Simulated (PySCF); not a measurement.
Stretching MgHg

Set-up: PySCF, scalar-relativistic core potentials, basis sets Mg def2-SVP, Hg def2-SVP with ECP60. Energies in eV from Mg + Hg in their ground configurations at the same level. State: ¹Σ⁺ (singlet), closed shell.

| R (Å) | M06-2X | RHF-SCS-MP2 | HSE06 | RHF-CCSD |
| --- | --- | --- | --- | --- |
| 3.144 | 0.0527 | 0.0675 | -0.0261 |  |
| 3.290 | 0.0066 | 0.0278 | -0.0501 | 0.0536 |
| 3.437 | -0.0220 | 0.0019 | -0.0605 | 0.0244 |
| 3.546 | -0.0352 | -0.0114 | -0.0626 | 0.0088 |
| 3.656 | -0.0431 | -0.0210 | -0.0617 | -0.0028 |
| 3.766 | -0.0471 | -0.0277 | -0.0589 | -0.0113 |
| 3.912 | -0.0481 | -0.0332 | -0.0535 | -0.0191 |
| 4.095 | -0.0449 | -0.0362 | -0.0459 | -0.0246 |
| 4.314 | -0.0373 | -0.0362 | -0.0370 | -0.0270 |
| 4.607 | -0.0252 | -0.0326 | -0.0269 |  |

Problem. Put a parabola through the three lowest points of the M06-2X curve and estimate Re, k and ωe (reduced mass 21.44 u; 1 eV/Å² = 0.16022 mdyn/Å; ωe = 1302.8·√(k/μ) cm⁻¹).

Solution. Through R = 3.766, 3.912, 4.095 Å the second-order coefficient is 0.0740 eV/Å², so Re ≈ 3.885 Å, k ≈ 0.0237 mdyn/Å and ωe ≈ 43 cm⁻¹. A polynomial fit of higher order to the unrounded M06-2X energies gives Re = 3.875 Å, k = 0.0277 mdyn/Å, ωe = 46.8 cm⁻¹; anharmonicity and rounding make the difference.

The higher-order fit for each curve: M06-2X: Re = 3.875 Å, ωe = 46.8 cm⁻¹, De = 0.048 eV; RHF-SCS-MP2: Re = 4.194 Å, ωe = 29.1 cm⁻¹, De = 0.037 eV; HSE06: Re = 3.561 Å, ωe = 54.5 cm⁻¹, De = 0.063 eV. RHF-CCSD gives no reliable minimum on this grid.

Correlated steps freeze 1 core orbital. Closed-shell solutions of metal pairs were not tested for spin polarisation, which can lower them a little. The bond is weak. Basis-set superposition, not corrected here, can be much of De in a small basis, most of all at correlated wavefunction levels. Functionals without a dispersion term scatter widely for such bonds, and LDA overbinds them. Spin–orbit coupling is left out.
